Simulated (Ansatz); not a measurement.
Cost and result for the atomization energy of CH5F2GeN, SMILES `[CH3][Ge]([NH2])([F])[F]` (10 atoms, 9 bonds).

Cartesian coordinates in Å:
```
C -1.225 -0.095 -0.901
Ge 0.496 0.252 -0.127
N 0.848 -0.571 1.441
F 1.772 -0.241 -1.181
F 0.716 1.973 -0.031
H -2.013 0.237 -0.223
H -1.336 -1.163 -1.086
H -1.312 0.451 -1.839
H 1.812 -0.514 1.736
H 0.242 -0.329 2.211
```

Total charge 0; spin multiplicity 1. Correlated methods include outer-core shells of Ge, which these sets cover unevenly. Scalar relativity is left out up to krypton. Geometry: relaxed with PBE0-D4/def2-TZVP. It is one conformer, not always the lowest. Program: Ansatz. All runs use 4 threads of an Arm Neoverse V1 on a shared host. Times are those of one run each, without the atoms' runs, and a repeat can differ threefold. Electronic energies, without spin–orbit coupling; frozen cores. CCSD(T)/CBS adds CCSD(T) − MP2 in def2-TZVPP to the MP2 limit, and its time is that of the two runs behind it. T1 = 0.011. With those shells the extrapolation isn't a true limit. HSE06 is the plane-wave form, built on full-range PBE exchange.

CCSD(T)/CBS is a level of theory with its own doubt, some kJ/mol a heavy atom from the limit and from the frozen cores, so smaller differences don't rank the functionals.

| level | functions | wall time |
| --- | --- | --- |
| LDA (SPW92)/def2-TZVPP | 242 | 1.4 s |
| BLYP-D4/def2-TZVPP | 242 | 2.2 s |
| PBE-D4/def2-TZVPP (with forces) | 242 | 2.7 s |
| PBE0-D4/def2-TZVPP | 242 | 3.3 s |
| BHLYP-D4/def2-TZVPP | 242 | 3.6 s |
| HSE06-D4/def2-TZVPP | 242 | 3.8 s |
| B2PLYP/def2-TZVPP | 242 | 7 s |
| ωB97X-V/def2-TZVPP | 242 | 8.5 s |
| B97M-V/def2-TZVPP | 242 | 10 s |
| CCSD(T)/def2-SVP | 113 | 12 s |
| MP2/def2-QZVPP | 467 | 29 s |
| CCSD(T)/def2-TZVPP | 242 | 5 min |
| CCSD(T)/CBS(def2) | – | 5.5 min |

Task: What atomization energy does each give, and how far from CCSD(T)/CBS? (Estimate.)

Result: The calculation gave: 
```csv
level,atomization (kJ/mol),difference from CCSD(T)/CBS,per bond
LDA (SPW92)/def2-TZVPP,4210.9,531.9,59.1
BLYP-D4/def2-TZVPP,3653.8,-25.2,-2.8
PBE-D4/def2-TZVPP (with forces),3722.3,43.3,4.8
PBE0-D4/def2-TZVPP,3638.4,-40.6,-4.5
BHLYP-D4/def2-TZVPP,3524.0,-155.0,-17.2
HSE06-D4/def2-TZVPP,3640.4,-38.6,-4.3
B2PLYP/def2-TZVPP,3626.8,-52.2,-5.8
ωB97X-V/def2-TZVPP,3679.7,0.7,0.1
B97M-V/def2-TZVPP,3667.4,-11.6,-1.3
CCSD(T)/def2-SVP,3421.4,-257.6,-28.6
MP2/def2-QZVPP,3719.9,40.9,4.5
CCSD(T)/def2-TZVPP,3585.0,-94.0,-10.4
CCSD(T)/CBS(def2),3679.0,0.0,0.0
```

Leaving LDA and LC-ωPBE aside and taking each functional with its dispersion term where it has one, the values spread over 198.3 kJ/mol, from BHLYP-D4 to PBE-D4. LDA lies +506.5 kJ/mol from PBE without D4, its usual overbinding. From r2SCAN to r2SCAN0 (25 % exact exchange), in def2-TZVPP and without D4, the atomization energy moves by −75.5 kJ/mol: exact exchange takes away binding that semilocal exchange gives to molecules. In def2-TZVPP, CCSD(T) changes the Hartree–Fock value by +984.7 kJ/mol (the triples alone add +56.6 kJ/mol) and MP2 by +1063.3 kJ/mol; breaking electron pairs costs correlation energy, which Hartree–Fock lacks.
